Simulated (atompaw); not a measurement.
Before and after: PAW (atompaw) potential for nitrogen (N)

atompaw 4.2.0.5 input, output lines left out:

```
N 7
GGA-PBE scalarrelativistic loggrid 1500 logderivrange -4 5 226
2 2 0 0 0 0
2 1 2.75
0 0 0
c
v
v
2
2.55 2.30 2.45 1.50
y
-1.25
n
y
-0.05
n
y
0.1
n
custom polynom vanderbiltortho sinc
3 -0.5 troulliermartins
2.55
2.55
2.55
2.55
2.55
```

Change: all radii scaled by about 1.20 (s 3.06, p 3.06, d 3.06 bohr); local potential troulliermartins scheme with l = 3 at -0.5 Ry, radius 2.94 bohr; augmentation sinc compensation charge, radius 2.76 bohr; PAW radius 3.06 bohr; waves and projectors: custom polynom vanderbiltortho; core correction smooth core density matched at 1.80 bohr.

Cutoffs: the cutoffs (Ry, on a coarse ladder) from which the occupation-weighted sum of valence levels, in a spherical-Bessel basis at the reference potential, stays within 10 and 1 mRy of its value at 400 Ry; they do not see the model core or the augmentation charge, which bear on the density cutoff.

Question: What does the change do?

Answer: The potential gets softer (10 Ry and 18 Ry → 6 Ry and 10 Ry); neither file shows a bound ghost. A larger radius leaves more room for a smooth pseudo-wave, so fewer plane waves are needed.

| quantity | base | changed |
| --- | --- | --- |
| cutoff, loose | 10 Ry | 6 Ry |
| cutoff, tight | 18 Ry | 10 Ry |
| loose cutoff by channel (10 mRy a level) | s 8 Ry, p 10 Ry | s 6 Ry, p 6 Ry |
| bound ghosts | none | none |
| lowest overlap eigenvalue by channel | s 0.96, p 0.95, d 1.00 | s 0.91, p 0.94, d 1.00 |

 The cutoffs see the waves, projectors and local potential, not the compensation charge or the core.
